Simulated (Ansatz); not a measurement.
Terrylene (C₃₀H₁₆), 46 atoms. Hardware: 2 threads of AMD EPYC 7R13 on a shared host and a share (18 GiB) of an NVIDIA H100 80GB HBM3.

Correlated methods freeze 30 core orbitals. Single mean-field runs in def2-SVP, def2-TZVP are fitted with def2-universal-jkfit.

Question: How many basis functions does each of these Ansatz runs have, and roughly what does it cost? PBE-D4/def2-TZVP, charge -1 doublet at the geometry of the charge 0 singlet, energy, from earlier orbitals; B3LYP-D4/def2-TZVP, charge 1 doublet at the geometry of the charge 0 singlet, energy, from earlier orbitals; PBE with 15 % exact exchange/def2-SVP, charge 0 singlet, energy, from earlier orbitals; PBE with 35 % exact exchange/def2-SVP, charge 0 singlet, energy, from earlier orbitals; PBE-D4/def2-TZVP, charge 1 doublet at the geometry of the charge 0 singlet, energy, from earlier orbitals; BLYP-D4/def2-TZVP, charge 0 singlet, energy, from earlier orbitals; LDA (SPW92)/def2-TZVP, charge 0 singlet, energy, from earlier orbitals; PBE0-D4/def2-TZVP, charge 0 triplet at the geometry of the charge 0 singlet, energy; MP2/def2-SVP, charge 0 singlet, energy, from earlier orbitals; PBE0-D4/def2-TZVP, charge 0 singlet, energy and forces, from earlier orbitals; PBE with 50 % exact exchange/def2-SVP, charge 0 singlet, energy, from earlier orbitals; PBE0-D4/def2-TZVP, charge 1 doublet at the geometry of the charge 0 singlet, energy.

Answer: Other jobs shared the machine, so times can vary by a factor of up to 3. A dash marks memory too small to be measured apart from the calling script's.

```tsv
run	functions	fitting or Cholesky vectors	wall time	peak host memory (GiB)
PBE with 50 % exact exchange/def2-SVP, charge 0 singlet, energy, from earlier orbitals	500	2538	4.5 s	–
PBE with 15 % exact exchange/def2-SVP, charge 0 singlet, energy, from earlier orbitals	500	2538	6 s	–
PBE with 35 % exact exchange/def2-SVP, charge 0 singlet, energy, from earlier orbitals	500	2538	6.5 s	–
LDA (SPW92)/def2-TZVP, charge 0 singlet, energy, from earlier orbitals	1026	2538	7.5 s	–
BLYP-D4/def2-TZVP, charge 0 singlet, energy, from earlier orbitals	1026	2538	7.5 s	–
PBE-D4/def2-TZVP, charge -1 doublet at the geometry of the charge 0 singlet, energy, from earlier orbitals	1026	2538	10 s	–
PBE-D4/def2-TZVP, charge 1 doublet at the geometry of the charge 0 singlet, energy, from earlier orbitals	1026	2538	12 s	1.4
B3LYP-D4/def2-TZVP, charge 1 doublet at the geometry of the charge 0 singlet, energy, from earlier orbitals	1026	2538	14 s	–
PBE0-D4/def2-TZVP, charge 0 singlet, energy and forces, from earlier orbitals	1026	2538	14 s	1.7
MP2/def2-SVP, charge 0 singlet, energy, from earlier orbitals	500	5188	14 s	–
PBE0-D4/def2-TZVP, charge 1 doublet at the geometry of the charge 0 singlet, energy	1026	2538	22 s	1.6
PBE0-D4/def2-TZVP, charge 0 triplet at the geometry of the charge 0 singlet, energy	1026	2538	26 s	1.6
```
